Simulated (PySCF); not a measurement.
C₂H₅FSi₂, SMILES C(#C)[Si@@H](F)[SiH3]. Geometry: ωB97X-D3(BJ)/def2-SVP. The structure was generated by enumeration; whether it is a known compound was not checked.

The numbers are results of ωB97X-D3(BJ)/def2-SVP (PySCF), not measurements.

Harmonic wavenumbers (cm⁻¹): 89, 100, 157, 165, 294, 359, 435, 521, 549, 652, 768, 791, 794, 832, 889, 915, 948, 952, 2194, 2248, 2257, 2263, 2281, 3469. Rotational constants (GHz): 3.755, 2.076, 1.470; symmetry number 1.

Question: Work out the zero-point energy and the ideal-gas rigid-rotor harmonic-oscillator thermochemistry at 298.15 K and 1 atm.

Answer: ZPE = ½ Σ hcν = ½ × 24924 cm⁻¹ = 149.08 kJ/mol. H − E(el) = 171.72 kJ/mol. Entropy in J/(mol K): translation 166.70, rotation 116.02, vibration 77.43, total 360.15. G − E(el) = 64.34 kJ/mol. Cp = 117.39 J/(mol K). Modes under 150 cm⁻¹ make the vibrational entropy uncertain.
